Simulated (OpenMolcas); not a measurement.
W4+ (d2) among equal point charges was computed by CASSCF with the d shell active (OpenMolcas, ANO-RCC-VTZP on the metal). Its lowest spin-free states, and all those of the highest spin:

| 2S+1 | Degeneracy | E (cm-1) |
| --- | --- | --- |
| 3 | 2 | 0.0 |
| 3 | 1 | 4428 |
| 1 | 1 | 6078 |
| 1 | 2 | 10934 |
| 1 | 2 | 13638 |
| 3 | 2 | 14706 |
| 3 | 1 | 22270 |
| 3 | 1 | 22432 |
| 1 | 2 | 24722 |
| 1 | 1 | 25282 |
| 3 | 2 | 28138 |
| 1 | 2 | 33600 |
| 3 | 1 | 52277 |

**Question.** Is the site octahedral, tetrahedral or cube-like, axial, or of lower symmetry?

**Answer.** The states with 2S+1 = 3 have orbital degeneracies 2, 1, 2, 1, 1, 2, 1. There are pairs but no triples, so the site is axial: not cubic, but with a proper or improper axis of order three or more. The run had W4+ among 3 point charges of -2 e arranged as a planar triangle (D3h), 1.89 Å from the ion.

An orbital doublet at a regular site is open to a Jahn-Teller distortion, which this geometry leaves out. Without dynamic correlation the repulsion within the d shell is too large (B by tens of per cent), so at a given field states of lower spin stand too high. This is an electrostatic model: the charges have no orbitals. No measured value stands beside these numbers.
